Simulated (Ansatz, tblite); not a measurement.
Forces on Si5O5⁺ at its PBE0-D4/def2-SVP geometry. The state is a doublet with charge 1.

The xTB rows come from tblite. The structure comes from a short search, and lower isomers may exist.

GFN1-xTB (tblite), largest force 0.64 eV/Å:

```xyz
10
positions Å, forces eV/Å
Si   -2.950   -0.994    0.122    0.284   -0.071   -0.001
Si   -0.245    0.212    1.085   -0.269    0.353    0.121
Si    2.197   -0.192   -1.054   -0.561   -0.255    0.189
Si   -0.204   -2.169   -1.131    0.320    0.486    0.241
Si    1.632    2.628    0.438   -0.003   -0.274   -0.044
O    -1.733   -1.998   -0.590   -0.419   -0.157   -0.352
O     0.527   -0.640   -0.295    0.367   -0.415   -0.133
O    -1.861    0.101    0.818   -0.302   -0.275    0.106
O     2.342    1.296   -0.405    0.272    0.378   -0.247
O     0.297    1.758    1.011    0.310    0.229    0.120
```

GFN2-xTB (tblite), largest force 1.53 eV/Å:

```
Si 1.514 0.118 -0.038
Si -0.259 0.481 -1.042
Si -0.578 0.962 0.729
Si -0.896 0.768 0.682
Si -0.478 -1.434 -0.207
O 0.483 0.418 -0.111
O -0.187 0.187 0.575
O 0.411 -0.628 -0.218
O -0.485 -0.387 -0.089
O 0.475 -0.486 -0.281
```

PBE0-D4/def2-TZVP (Ansatz), largest force 1.11 eV/Å:

```
Si 1.105 0.099 0.016
Si -0.249 0.408 -0.705
Si -0.333 0.679 0.511
Si -0.638 0.460 0.463
Si -0.362 -1.038 -0.099
O 0.202 0.075 -0.107
O -0.008 0.005 0.129
O 0.248 -0.223 -0.029
O -0.098 -0.186 -0.102
O 0.133 -0.279 -0.079
```
